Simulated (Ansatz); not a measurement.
Basis-set extrapolation for BH$_{4}$OPSi (`B[SiH]1OP1`) (PBE0-D4/def2-TZVP geometry, frozen core, Ansatz). Multiplicity 1, RHF reference.

|  | def2-TZVPP | def2-QZVPP |
| --- | --- | --- |
| HF | -731.578226 | -731.602183 |
| MP2 correlation | -0.602017 | -0.648409 |
| CCSD(T) correlation | -0.673098 | not run |

Energies in hartree. Use E(X) = E(∞) + A·exp(−7.88·√X) for Hartree–Fock and E(X) = E(∞) + B·X^(−2.97) for correlation, with X = 3 and 4, and add CCSD(T) minus MP2 of the smaller set to the MP2 limit.

Q: What is the CCSD(T) energy at the basis-set limit?

A: HF limit: -731.602183 + (-0.023957) × 0.13774 = -731.60548. MP2 limit: -0.648409 + (-0.046392) × 0.74074 = -0.68277. Higher-order term: -0.673098 − (-0.602017) = -0.07108. Total: -732.35933 hartree, 2.94 eV below CCSD(T)/def2-TZVPP.
